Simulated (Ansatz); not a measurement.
Reaction (cleavage of the B–B bond): `OBB(O)F` + `[NH2][GeH3]` → `OB(F)[NH][GeH3]` + `BO`

Gas-phase electronic energies from Ansatz, PBE0-D4/def2-TZVP geometries. CCSD(T)/CBS adds triple-zeta CCSD(T) − MP2 to the extrapolated MP2 energy (def2 sets, frozen cores). This one scheme is used for every species. Functionals use def2-TZVPP. B3LYP here is the variant with VWN-RPA as its local correlation; programs differ in this. For Ge outer-core shells are correlated without core-valence functions, which leaves a few kJ/mol of doubt a bond. Scalar relativity is left out up to krypton. One conformer a species, not always the lowest.

CCSD(T)/CBS gives -1.43 eV.

Question: Another level gave -1.41 eV. Which?
A. ωB97M-V/def2-TZVPP
B. MP2/def2-TZVPP
C. HF/def2-TZVPP
D. B3LYP/def2-TZVPP

Answer: D. B3LYP -1.41, MP2/def2-TZVPP -1.50, ωB97M-V -1.46, HF/def2-TZVPP -1.60 eV.

Largest T1 diagnostic among the species: 0.014.

In def2-TZVPP, CCSD(T) changes the Hartree–Fock value by +0.15 eV (the triples alone add +0.02 eV) and MP2 by +0.10 eV. From PBE to PBE0 (25 % exact exchange), in def2-TZVPP and without D4, ΔE moves by −0.09 eV. The D4 term adds −0.04 eV with B3LYP and −0.02 eV with PBE0; it sums over pairs of atoms, weighted by their polarisabilities, and B3LYP, whose exchange is more repulsive, gets the larger term.
